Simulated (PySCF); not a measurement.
**Which determinant of GaB lies lowest?**

Unrestricted PBE0; Ga def2-SVP, B def2-SVP; no relativity (PySCF 2.14). Outer shells of the fragments: Ga 3d10 4s2 4p1; B 2s2 2p1.

Followed along the bond (rough minima from three points):

| 2Ms+1 | unpaired | ⟨S²⟩ at the start | R at minimum (Å) | Te (eV) |
| --- | --- | --- | --- | --- |
| 3 | σ ↑, π ↑ | 2.00 | 2.23 | 0.00 |
| 3 | π ↑↑ | 2.12 | 2.04 | 0.01 |
| 1 | σ ↓, π ↑ | 1.02 | 2.23 | 0.18 |
| 1 | π ↑↓ | 1.00 | 2.05 | 0.26 |
| 1 | none | 0.00 | 2.08 | 1.00 |

Solutions found at the starting distance of 2.020 Å, counted from the lowest of them; the search is not exhaustive and high or unbound solutions are not listed, so other states can lie among these:

```csv
2Ms+1,unpaired,term,E (eV),⟨S²⟩,⟨Lz²⟩,μ (D)
3,π ↑↑,³Σ⁻,0.00,2.12,0.00,-1.65
3,"σ ↑, π ↑",³Π,0.19,2.00,1.00,-0.76
1,π ↑↓,mixed,0.26,1.00,2.01,-1.69
1,"σ ↓, π ↑",mixed,0.37,1.02,1.00,-0.93
1,none,mixed,1.01,0.00,2.00,-1.50
3,"σ ↑↑, π ↑↓",mixed,2.07,3.01,2.01,-1.94
```

A term symbol is given only where ⟨S²⟩ and ⟨Lz²⟩ are close to those of a pure state; real π, δ and φ orbitals otherwise mix terms. A positive dipole means Ga(−)B(+).

**Question.** Compare the gap between the two lowest followed solutions at the starting distance with the gap between their minima.

**Answer.** At PBE0 the second solution (triplet, unpaired electrons π ↑↑) lies -0.19 eV from the first (triplet, unpaired electrons σ ↑, π ↑) at 2.020 Å and +0.01 eV at the minima; the two curves relax by different amounts, since their minima lie near 2.04 and 2.23 Å. A gap this small is a tie at this level.

Spin–orbit coupling is left out. Counting both spins, an empty level lies below a filled one in some of these solutions, because spin and occupation are held.
